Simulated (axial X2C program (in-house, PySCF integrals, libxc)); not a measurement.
**Testing model relations on NaTe**

A bond curve at the CCSD(T) level, with spin–orbit coupling, was computed with an in-house relativistic program for diatomic molecules (basis Te dyall-cv3z [11s12p8d4f1g], Na dyall-cv3z [9s8p5d2f] (cores contracted in-house)) for the state Ω = 3/2 (⟨Sz⟩ = 0.50, ⟨Lz⟩ = 1.00 at HF). Its fit gives Re = 2.8450 Å, ωe = 231.3 cm⁻¹, ωexe = 0.774 cm⁻¹ and αe = 5.510e-04 cm⁻¹; the masses are 129.9062 and 22.9898 u. Two-component means X2C with spin–orbit coupling and atomic mean-field Coulomb and Gaunt terms.

Correlated methods: 7 electrons correlated (number of frozen shells: Te 4 s, 3 p, 2 d; Na 2 s, 1 p), 269 virtual spin orbitals or spinors in MP2, 78 natural virtuals in coupled cluster.

(1) Find the reduced mass, Be and the force constant.

(2) Where do the fundamental and the first overtone lie?

(3) A Morse curve ties αe to the other constants (Pekeris). How well does that hold?

(4) Estimate De from a Morse curve and compare with the computed well depth of 1.989 eV to Te + Na.

(5) Estimate the centrifugal constant by the Kratzer relation.

Occupations by symmetry block were frozen at the best pattern of an incomplete PBE0 search. De is counted from the lowest determinant-based energies of the atoms at the same level, without counterpoise correction. Coupled cluster ran in a truncated set of natural virtual spinors; the MP2 energy of the rest was added. (T) has no such correction and the atoms are truncated less, which lowers De at CCSD(T) by a hundredth of an eV or more. With the outer-core shells frozen, correlated bond lengths of heavy atoms tend to come out a few hundredths of an ångström too long.

Results:

(1) From the CCSD(T) values: μ = 19.5330 u. Be = 16.8576/(μ Re²) = 0.1066 cm⁻¹. k = 5.8918×10⁻⁷ μ ωe² = 0.616 mdyn/Å.

(2) ν(1←0) = ωe − 2ωexe = 229.8 cm⁻¹; ν(2←0) = 2ωe − 6ωexe = 458.0 cm⁻¹.

(3) αe(Morse) = 6Be²/ωe × (√(ωexe/Be) − 1) = 4.997e-04 cm⁻¹; the CCSD(T) curve gives 5.510e-04 cm⁻¹, a ratio of 0.91.

(4) De(Morse) = ωe²/(4ωexe) = 2.142 eV against 1.989 eV computed, a ratio of 1.08. For De the Morse form works well here.

(5) D = 4Be³/ωe² = 9.06e-08 cm⁻¹.
